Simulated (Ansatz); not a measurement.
**A geometry optimisation of CH6GeO2Si with B3LYP/def2-SVP**

The starting geometry of this gas-phase singlet was optimised with GFN2-xTB; its bonds are those of `O=[CH][GeH2][O][SiH3]`.

```xyz
11

C    -3.1304   -1.1119    1.8203
Ge   -1.5782   -1.7405    0.7105
O    -3.9702   -1.8191    2.2927
O    -1.1506   -0.2818   -0.1348
Si   -0.2139    0.4654   -1.2415
H    -3.1718   -0.0090    1.9556
H    -1.8926   -2.8067   -0.3140
H    -0.3420   -2.1582    1.4782
H     1.1897    0.3003   -0.8614
H    -0.4653   -0.1361   -2.5513
H    -0.6702    1.8487   -1.1483
```

Question: Predict what it relaxes into with B3LYP/def2-SVP.

Answer: It keeps its bonds, and is `O=[CH][GeH2][O][SiH3]`.

The energy falls by 0.20 eV over 18 steps:

| step | E − E(last) (eV) |
| --- | --- |
| 1 | 0.198 |
| 3 | 0.017 |
| 5 | 0.002 |
| 7 | 0.000 |
| 9 | 0.000 |
| 10 | 0.000 |
| 12 | 0.000 |
| 14 | 0.000 |
| 16 | 0.000 |
| 18 | 0.000 |

Final geometry (Å):

| atom | x (Å) | y (Å) | z (Å) |
| --- | --- | --- | --- |
| C | -3.1636 | -1.1916 | 1.9031 |
| Ge | -1.6422 | -1.6645 | 0.6773 |
| O | -3.6853 | -2.0266 | 2.5961 |
| O | -1.2116 | -0.1315 | -0.1323 |
| Si | -0.1573 | 0.4905 | -1.2555 |
| H | -3.5047 | -0.1184 | 1.9139 |
| H | -2.0914 | -2.6979 | -0.3780 |
| H | -0.4308 | -2.1806 | 1.4833 |
| H | 1.2604 | 0.2988 | -0.8229 |
| H | -0.3359 | -0.1737 | -2.5825 |
| H | -0.4330 | 1.9467 | -1.3965 |

The end wasn't checked by frequencies. Run with Ansatz 0.2.0, 61 s on 2 threads of Intel(R) Xeon(R) Processor @ 2.70GHz, with other jobs on the host.
